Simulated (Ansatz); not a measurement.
Frontier orbitals of BClGeH$_{4}$O$_{2}$, SMILES `[OH][GeH2][B](O)Cl`.

Total charge 0; spin multiplicity 1. Correlated methods include outer-core shells of Ge, which these sets cover unevenly. Scalar relativity is left out up to krypton. The structure was optimised at the PBE0-D4/def2-TZVP level. It is one conformer, not always the lowest. Basis def2-TZVPP, the Gaussian-basis code of Ansatz.

```csv
functional,HOMO (eV),LUMO (eV),gap (eV)
PBE,-6.53,-2.08,4.45
revPBE,-6.48,-1.98,4.50
PBE0,-8.05,-1.16,6.89
LC-ωPBE,-10.76,1.14,11.90
ωB97M-V,-10.28,0.89,11.17
```

From PBE to PBE0 the HOMO moves by −1.52 eV and the LUMO by +0.92 eV, and with ωB97M-V by −3.75 and +2.97 eV, so the gap grows from 4.45 to 11.17 eV with exact exchange. A positive LUMO is unbound and depends on the basis.

LC-ωPBE has ω = 0.4 bohr⁻¹.
